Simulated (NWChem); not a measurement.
**Total energies of C2HF2**

```
C
F 1 1.3105
C 1 1.3116 2 124.80
F 1 1.3164 2 110.00 3 180.00
H 3 1.0831 1 140.00 2 180.00
```
Charge 0, spin multiplicity 2.

Everything below was run with NWChem. Structure: optimised with UPBE0/def2-SVP, a minimum by its harmonic frequencies.

Basis set: cc-pVDZ (61 functions).

```
method   total energy (Ha)
-------  -----------------
UHF             -275.10496
UMP2            -275.69209
UB2PLYP         -276.15834
UPBE            -276.10220
UB3LYP          -276.38322
UPBE0           -276.10710
```

Total energies of different functionals aren't comparable as a measure of quality: only differences taken within one method are. 

The correlated methods keep 4 core orbitals frozen. B3LYP has NWChem's definition, with VWN1-RPA local correlation. The structure started from a generated list of species. The unpaired electrons of the parent sit in orbitals of symmetry a' (Cs labels of the run); other states weren't searched. The stability of the SCF solutions was not checked. Open-shell Hartree-Fock references start from PBE0 orbitals.
